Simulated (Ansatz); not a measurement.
Reaction: CH4ClSi (SMILES [CH2][SiH2]Cl, doublet) → CH4ClSi (SMILES C[SiH]Cl, doublet)
Each species at its own B3LYP-D3(BJ)/def2-TZVP minimum (Ansatz, a first-principles code).

Total energies in hartree (Ansatz). Open shells are spin-unrestricted; no spin-orbit coupling. Cores are frozen in correlated methods. No relativity.

```tsv
species	HF/cc-pV(T+d)Z	CCSD(T)/cc-pV(T+d)Z	HF/cc-pV(Q+d)Z	CCSD(T)/cc-pV(Q+d)Z	CCSD(T)/cc-pV(D+d)Z	CCSDT(Q)/cc-pV(D+d)Z
1: CH4ClSi (SMILES [CH2][SiH2]Cl, doublet)	-788.69753	-789.21919	-788.70740	-789.26648	-789.06310	-789.06486
2: CH4ClSi (SMILES C[SiH]Cl, doublet)	-788.70426	-789.23743	-788.71376	-789.28427	-789.08035	-789.08216
```

Work out the isomerisation energy (electronic) in kcal/mol: take Hartree-Fock from cc-pV(Q+d)Z, extrapolate the CCSD(T) correlation energy as X^-3 (X = 3, 4), and add CCSDT(Q) - CCSD(T) in cc-pV(D+d)Z. 1 hartree = 627.51 kcal/mol.


Species 1: correlation (64·(-0.55908) - 27·(-0.52166))/37 = -0.58639; step -0.00176; E1 = -788.70740 + (-0.58639) + (-0.00176) = -789.29555
Species 2: correlation (64·(-0.57051) - 27·(-0.53317))/37 = -0.59776; step -0.00181; E2 = -788.71376 + (-0.59776) + (-0.00181) = -789.31333
-1·E1 +1·E2 = -0.01778 hartree = -11.2 kcal/mol.
